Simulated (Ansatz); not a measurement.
A nudged elastic band was laid between two geometries of BClH2O + H2S (8 atoms, charge 0, multiplicity 1).

The calculation used Ansatz 0.2.0, RKS LDA/6-31G*.

```json
{
  "movable images": "7",
  "climbing image": "yes",
  "spring": "5.0 eV/Å²",
  "optimiser": "quadratic models (default)",
  "start path": "through a guess of the saddle point",
  "force threshold": "0.05 eV/Å",
  "iteration limit": "60",
  "end points": "relaxed"
}
```

Image 0:

```xyz
8
Properties=species:S:1:pos:R:3
B 0.009 -0.237 0.268
O -0.465 -0.848 1.372
H -1.430 -0.710 1.451
Cl 1.741 -0.429 -0.055
H -0.682 0.270 -0.578
S 0.320 2.429 1.426
H 1.140 2.618 0.355
H 1.273 1.715 2.087
```

Image 8:

```xyz
8
Properties=species:S:1:pos:R:3
B 0.176 0.451 0.192
O -0.012 -0.164 1.716
H -0.877 -0.636 1.754
Cl 1.638 -0.353 -0.481
H -0.863 0.187 -0.369
S 0.303 2.295 0.557
H 1.653 2.318 0.757
H -0.112 0.710 2.199
```

(1) Which bonds break or form, and what moves?

(2) Give the energies along the band, and the barrier.

(3) What is the geometry of the highest image?

(4) What are the harmonic wavenumbers there?

Answers

(1) Bonds broken: S6–H8. Bonds formed: B1–S6, O2–H8. BClH2O + H2S becomes BClH4OS.

(2) The forces met the threshold. The highest image is number 6 of 0 to 8, 11.2 kcal/mol above the first end and 8.1 kcal/mol above the last; the last end lies 3.1 kcal/mol above the first. A vibrational analysis at the climbing image gives one clearly imaginary mode, 835i cm⁻¹: a first-order saddle point. The orbitals stay closed-shell, which can raise the energy where a bond breaks towards radicals; this wasn't checked here.

```
image  path coordinate (Å)  energy (kcal/mol)  S6–H8 (Å)  B1–S6 (Å)  O2–H8 (Å)
    0                 0.00                0.0       1.36       2.92       3.18
    1                 0.49                0.0       1.36       3.00       3.06
    2                 0.97                0.1       1.36       3.08       2.84
    3                 1.46                0.4       1.36       3.07       2.55
    4                 1.95                1.1       1.36       2.87       2.32
    5                 2.44                5.1       1.38       2.41       1.91
    6                 2.93               11.2       1.55       2.05       1.38
    7                 3.32                4.9       1.97       1.93       1.05
    8                 3.71                3.1       2.32       1.88       1.00
```

(3) 
```xyz
8
Properties=species:S:1:pos:R:3
B 0.165 0.243 0.233
O -0.054 -0.179 1.657
H -0.924 -0.623 1.745
Cl 1.709 -0.383 -0.440
H -0.805 0.138 -0.480
S 0.287 2.231 0.731
H 1.611 2.194 1.062
H -0.083 1.187 1.819
```

(4) 835i, 183, 240, 348, 421, 466, 587, 645, 742, 909, 969, 986, 1151, 1226, 1523, 2564, 2591, 3658 cm⁻¹.

Time of the run: 3.6 min on 1 thread of Arm Neoverse V1, on a shared host, peak memory 0.11 GiB.
